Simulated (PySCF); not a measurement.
H₂O₃Ti, SMILES [O]=[Ti]([OH])[OH], multiplicity 1. Atoms are numbered in the order given.

```xyz
6

Ti    -0.1078    -0.0440     0.0000
O      0.0951    -1.6247     0.0000
O      0.0681     0.8141    -1.5871
H      0.2612     0.4702    -2.4638
O      0.0681     0.8141     1.5871
H      0.2612     0.4702     2.4638
```

Geometry: PBE0-D3(BJ)/def2-SVP. The multiplicity is an assumed one; other spin states were not compared. The values are those of a single conformer.

Method: PBE0-D3(BJ)/def2-SVP in PySCF.

Frequencies are harmonic and unscaled.

Computed normal modes with their intensities:
```tsv
mode	ν (cm⁻¹)	IR (km/mol)	moving atoms (share of kinetic energy)
1	59	27.8	Ti 46 %, O 38 %, H 16 %
2	202	2.5	O 70 %, Ti 15 %, H 15 %
3	235	21.5	O 71 %, H 20 %, Ti 9 %
4	486	208.5	H 85 %, O 14 %
5	489	35.0	H 74 %, O 26 %
6	524	78.2	H 81 %, O 19 %
7	549	280.4	H 81 %, O 16 %
8	721	61.7	O 87 %, Ti 9 %
9	826	246.6	O 50 %, Ti 41 %, H 8 %
10	1127	246.7	O 73 %, Ti 27 %
11	3938	308.2	H 94 %
12	3942	7.7	H 94 %
```
